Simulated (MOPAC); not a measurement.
MOPAC input (PM7):

```
PM7 PRECISE GNORM=0.05 LET XYZ CHARGE=1 GEO-OK AUX(PRECISION=9) THREADS=1
CF2I

F    -1.90484661 1   -1.05629693 1    0.00370976 1
C    -1.21809705 1    0.00093282 1   -0.01148083 1
F    -1.90281836 1    1.05921285 1   -0.03959781 1
I     0.78448240 1   -0.00060076 1    0.00739391 1
```

Task: What heat of formation does the run end on?

Result: 148.47 kcal/mol.
